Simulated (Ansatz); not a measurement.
C3H9FSn (`[CH3][Sn]([CH3])([CH3])[F]`). Total charge 0; spin multiplicity 1. Sn takes the def2 core potential.

Z-matrix (Å, degrees):
```
C
Sn 1 2.131
H 1 1.090 2 109.6
H 1 1.091 2 110.6 3 120.2
H 1 1.090 2 109.6 3 -119.6
C 2 2.132 1 114.6 3 171.7
C 2 2.132 1 114.6 3 -52.9
F 2 1.942 1 103.7 3 59.4
H 6 1.091 2 110.6 1 67.5
H 6 1.090 2 109.6 1 -52.7
H 6 1.090 2 109.6 1 -172.3
H 7 1.091 2 110.6 1 -68.3
H 7 1.090 2 109.6 1 171.5
H 7 1.090 2 109.6 1 51.9
```

(1) List the harmonic frequencies (cm⁻¹, unscaled) at PBE0-D4/def2-TZVP in Ansatz. (An estimate is asked.)

(2) Is this a minimum?

(3) Give the ideal-gas thermochemistry at 298.15 K and 1 bar (rigid rotor, harmonic oscillator; point group C3v, symmetry number 3).

Answers

(1) The calculation gave: 59, 66, 66, 128, 128, 138, 162, 162, 519, 548, 548, 588, 684, 721, 721, 786, 788, 788, 1222, 1222, 1230, 1444, 1448, 1448, 1452, 1452, 1459, 3065, 3065, 3066, 3159, 3159, 3160, 3167, 3168, 3168.

(2) Yes, all 36 modes are real.

(3) Zero-point energy 288.1 kJ/mol; H(298) − E = 316.6 kJ/mol; entropy 408.1 J/(mol·K), of which translation 173.8, rotation 105.5, vibration 128.8; G(298) − E = 195.0 kJ/mol. Modes under 100 cm⁻¹ are hindered rotations or soft bends, so the harmonic entropy is rough.
